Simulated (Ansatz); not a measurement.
Molecule: bromo(trimethyl)silane, C₃H₉BrSi, charge 0, multiplicity 1. 
Geometry from a B3LYP-D3(BJ)/def2-TZVP (Ansatz, a quantum-chemistry and plane-wave program) optimisation:
SMILES: C[Si](C)(C)Br
```xyz
14

C      0.5234     1.5962     1.5092
Si     0.3067    -0.1027     0.7668
C     -0.9304    -1.1189     1.7269
C      1.9397    -0.9908     0.5961
Br    -0.5281     0.1769    -1.3203
H     -0.4295     2.1248     1.5620
H      0.9262     1.5165     2.5226
H      1.2126     2.1980     0.9150
H     -1.8950    -0.6121     1.7814
H     -1.0847    -2.0923     1.2589
H     -0.5729    -1.2832     2.7471
H      2.3867    -1.1512     1.5811
H      1.8085    -1.9632     0.1191
H      2.6403    -0.4098    -0.0055
```
Charge 0, spin multiplicity 1.

Wanted: atomisation energy (electronic, to ground-state atoms), in kcal/mol. Cores are frozen in the correlated levels unless marked. Open shells are spin-unrestricted. No spin-orbit coupling. Frozen are the shells of the preceding noble gas and the d and f shells that filled before the atom's block. Non-relativistic. The coupled-cluster limit lacks core correlation, which all-electron functionals hold. CBS marks a two-point X^-3 extrapolation of the correlation energy; Hartree-Fock from the larger set.

| level | program | atomisation energy (kcal/mol) |
|---|---|---|
| r2SCAN-D4/def2-TZVPD | Ansatz + dftd4 | [?] |
| B3LYP/def2-TZVPD | Ansatz | 1228.8 |
| BHLYP/def2-TZVPD | Ansatz | 1211.5 |
| B2GP-PLYP/def2-TZVPD | Ansatz | [?] |
| CCSD(T)/CBS(def2-TZVPPD,def2-QZVPPD) | Ansatz | 1243.9 |

Task: Complete the blanks.

Result: 
- r2SCAN-D4/def2-TZVPD, atomisation energy (kcal/mol): 1247.4
- B2GP-PLYP/def2-TZVPD, atomisation energy (kcal/mol): 1223.8
